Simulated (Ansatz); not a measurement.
System: CH6NSi (charge 0, doublet). It need not be the lowest isomer of its formula. 
Coordinates optimised at B3LYP-D3(BJ)/def2-TZVP (Ansatz, a program for electronic structure):
```xyz
9

C     -1.4140     0.9755    -0.2809
N     -0.5255    -0.0542    -0.5470
Si     0.8987    -0.4193     0.3739
H     -2.3020     1.0699    -0.8850
H     -1.3572     1.4624     0.6805
H     -0.6700    -0.5302    -1.4231
H      1.8928     0.6827     0.3429
H      0.5354    -0.6512     1.7922
H      1.4816    -1.6379    -0.2282
```
Charge 0, spin multiplicity 2.

Total electronic energies in hartree. Cores are frozen in the correlated levels unless marked. UHF or UKS for open shells. No spin-orbit coupling. Non-relativistic. CBS marks a two-point X^-3 extrapolation of the correlation energy; Hartree-Fock from the larger set.

```csv
level,program,energy (Eh)
HF/cc-pV(D+d)Z,Ansatz,-384.71934
HF/cc-pwCVTZ,Ansatz,-384.76682
BLYP-D4/def2-TZVPD,Ansatz + dftd4,-385.92444
PBE0/def2-TZVP,Ansatz,-385.71890
r2SCANh-D4/def2-TZVPD,Ansatz + dftd4,-385.87189
wB97X-V/def2-TZVPD,Ansatz,-385.88297
B2GP-PLYP-D4/def2-TZVPD,Ansatz + dftd4,-385.69049
B2GP-PLYP/def2-TZVPD,Ansatz,-385.68833
B2PLYP-D3(BJ)/def2-TZVPD,Ansatz + dftd3,-385.75425
PBE-QIDH/def2-TZVPD,Ansatz,-385.61571
MP2/6-31G,Ansatz,-384.83131
RI-MP2/aug-cc-pV(T+d)Z,Ansatz,-385.26652
SCS-MP2/cc-pwCVTZ,Ansatz,-385.27179
CCSD/aug-cc-pV(Q+d)Z,Ansatz,-385.34008
"CCSD(T)/CBS(aug-cc-pV(T+d)Z,aug-cc-pV(Q+d)Z)",Ansatz,-385.3798
```

Totals of different functionals don't rank their quality; only differences between species are comparable.
